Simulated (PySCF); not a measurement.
Compound: bis(trifluoromethyl)germane, C2H2F6Ge.
SMILES with atom numbers: `[F:1][C:2]([F:3])([F:4])[GeH2:5][C:6]([F:7])([F:8])[F:9]` (hydrogens: H10, H11 on Ge5)

All values: CAM-B3LYP/def2-SVPD (PySCF, non-relativistic), on one gas-phase PBE0-D3(BJ)/def2-SVP geometry that isn't relaxed in the solvent. The solvent is an IEF-PCM continuum (cavity from Bondi-type radii × 1.2). Only the electrostatic response of the medium enters. Spin–orbit coupling is left out although an atom past zinc is present.

Gas phase at CAM-B3LYP/def2-SVPD: HOMO -11.20 eV, LUMO 0.67 eV, dipole 2.36 D.

Task: What does the continuum do to the energy, the frontier levels and the dipole at CAM-B3LYP/def2-SVPD in benzene and water?

Result: 
```tsv
solvent	ε	E(solvent) − E(gas) (kcal/mol)	polarisation term (kcal/mol)	distortion of the solute (kcal/mol)	HOMO (eV)	LUMO (eV)	dipole (D)
benzene	2.271	-1.45	-1.55	0.10	-11.09	0.86	2.66
water	78.36	-3.30	-3.86	0.56	-11.00	1.02	3.05
```

Polarisation term: ½ Σ q·V over the induced surface charges. Distortion: the rise of the solute's own energy as its density leaves the gas-phase optimum. From benzene to water the lowering changes by a factor 2.29, Onsager's factor (ε − 1)/(2ε + 1) by 2.14 and ε itself by 34.5.

Task: Which radius a makes the point-dipole formula ΔE = −[(ε − 1)/(2ε + 1)]·μ²/a³ give the value in water, with the gas-phase dipole?

Result: μ = 0.930 au and |ΔE| = 0.00527 Eh give a = 2.29 Å; the farthest nucleus lies 2.76 Å from the centroid of the nuclei, so such a sphere wouldn't even hold the nuclei. The formula assumes a rigid point dipole at the centre of a sphere.

Task: How does the static polarisability (CAM-B3LYP/def2-SVPD, frozen core, with the continuum's full static response) change?

Result: 
```json
{"medium": "gas", "isotropic (au)": "59.9", "principal values (au)": "56.1, 59.0, 64.6", "⟨r²⟩ of the electrons (bohr²)": "1513.5"}
{"medium": "benzene", "isotropic (au)": "66.3", "principal values (au)": "62.8, 65.5, 70.6", "⟨r²⟩ of the electrons (bohr²)": "1513.8"}
{"medium": "water", "isotropic (au)": "75.7", "principal values (au)": "73.9, 75.1, 78.1", "⟨r²⟩ of the electrons (bohr²)": "1514.1"}
```

The isotropic value in water is 1.26 times the gas-phase one; no cavity-field correction is applied. ⟨r²⟩ is taken about the centre of nuclear charge.

The run took 53 s wall on Arm Neoverse V1, one thread, on a shared host, and the process peaked at 1.2 GiB of memory. This is the whole response run at CAM-B3LYP/def2-SVPD in water, SCF included.

Conformer computed: `[F:1][C:2]([F:3])([F:4])[GeH2:5][C:6]([F:7])([F:8])[F:9]`: F1–C2–Ge5–C6 -60°, C2–Ge5–C6–F7 -63°.
